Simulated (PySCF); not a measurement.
This script is equivalent to a calculation on Ar (argon, neutral).

```python
from pyscf import gto, scf, dft, mp, cc
import basis_set_exchange as bse
mol = gto.M(atom="Ar 0 0 0", charge=0, spin=0, symmetry="D2h",
            basis=gto.basis.parse(bse.get_basis("ANO-RCC-VTZP", elements=["Ar"], fmt="nwchem")),
            nucmod="G")
mf = dft.UKS(mol, xc="CAMB3LYP").sfx2c1e()
mf.irrep_nelec = {'Ag': (3, 3), 'B1u': (2, 2), 'B2u': (2, 2), 'B3u': (2, 2)}
mf.kernel()
```

(1) What total energy does it give?

(2) Which occupied shell lies highest, and where?

Answers

(1) -529.390 hartree (calculated).

(2) 3p, at -13.440 eV.
